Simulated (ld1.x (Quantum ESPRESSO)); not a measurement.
# PBE ultrasoft dataset for nickel (Ni), scalar-relativistic all-electron reference.

- Element: nickel (Ni)
- Generator: ld1.x (Quantum ESPRESSO) 7.5
- Type: ultrasoft
- Functional: PBE
- Relativity: scalar-relativistic
- Frozen core: [Ar]
- Valence charge: 10
- Reference configuration: 3d8 4s1 4p0 (charge +1)
- Partial waves: 4s (bound): rcut 1.45, rcutus 1.90 bohr; 4s channel at 3.6 Ry: rcut 1.45, rcutus 1.90 bohr; 4p (bound, empty): rcut 2.00, rcutus 2.70 bohr; 4p channel at 4.65 Ry: rcut 2.00, rcutus 2.70 bohr; 3d (bound): rcut 0.85, rcutus 1.20 bohr; 3d channel at 2.3 Ry: rcut 0.85, rcutus 1.20 bohr; 4f channel at 0.45 Ry: rcut 1.95, rcutus 2.60 bohr; 4f channel at 1.2 Ry: rcut 1.95, rcutus 2.60 bohr
- Local potential: all-electron potential smoothed inside 2.00 bohr (lloc = -1)
- Core correction: Bessel-smoothed model core inside 0.65 bohr
- Augmentation charge: PSQ, inside the norm-conserving radii

All-electron outer shells of the reference configuration (PBE, scalar-relativistic, ld1.x):

```tsv
shell	level (eV)	outermost node (bohr)	outermost maximum (bohr)
3p	-80.51	0.27	0.65
3d	-17.92	–	0.63
4s	-13.18	0.92	2.13
4p	-7.58	0.99	2.70
```

Calculated quality:

| Item | Value |
| --- | --- |
| Cutoffs needed | 80 Ry and 140 Ry (the cutoffs (Ry, on a coarse ladder) from which the occupation-weighted sum of valence levels, in a spherical-Bessel basis at the reference potential, stays within 10 and 1 mRy of its value at 400 Ry) |
| Ghost test | no extra level below or beside the all-electron valence levels (s, p, d, f tested) (spherical-Bessel basis up to 400 Ry, 20 bohr box) |
| Largest excitation error | -228 meV (all-electron minus pseudo) for 3d7 4s0 4p0, out of 7 test configurations |
| Lowest eigenvalue of the overlap operator | 0.46 (p channel) |
| Density cutoff estimated by the generator | 621 Ry |

Generation and tests took about 1.5 s on one core of a shared server CPU.
